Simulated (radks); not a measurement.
Problem. Species: Zn I. Configuration: [Ar] 3d9 4s2 5s1 (not the ground configuration). Method: scalar-relativistic Kohn-Sham, LDA (Slater exchange, Perdew-Zunger correlation), spin-polarised, spherical densities, finite nucleus; open shells are filled with parallel spins first; Fermi nuclear charge, rms radius 3.9283 fm; computed with a radial shooting solver on a logarithmic mesh with Libxc functionals. Some entries of the table are withheld. Estimate them.

orbital  occ.  eigenvalue (eV)  <r> (bohr)  <r^2> (bohr^2)
1s up       1        -9520.217     0.05038        0.003415
1s down     1        -9520.199     0.05038        0.003415
2s up       1        -1170.248      0.2267         0.06061
2s down     1        -1169.551      0.2266         0.06057
2p up       3        -1017.396      0.1985         0.04833
2p down     3        -1016.858      0.1984         0.04829
3s up       1        -142.0190      0.6786          0.5320
3s down     1        -140.8435      0.6793          0.5332
3p up       3         -96.4789      0.7074          0.5906
3p down     3         -95.3318      0.7086          0.5927
3d up       5         -22.8349      0.8403          0.9201
3d down     4         -21.7664      0.8484          0.9415
4s up       1         -12.1534       2.286           6.031
4s down     1         -11.9065       2.295           6.066
4p up       0              (1)       3.062           11.12
4p down     0              (2)       3.025           10.79
5s up       1              (3)       7.165           57.72
5s down     0              (4)       7.503           64.02
4d up       0          -0.5058       8.600           85.96
4d down     0          -0.1606       10.44           131.5
6s up       0          -0.1064       17.82           370.8
6s down     0          -0.0432       22.21           597.9

Solution. 
(1) 4p up eigenvalue (eV): -5.3608
(2) 4p down eigenvalue (eV): -5.1403
(3) 5s up eigenvalue (eV): -1.8157
(4) 5s down eigenvalue (eV): -1.3441
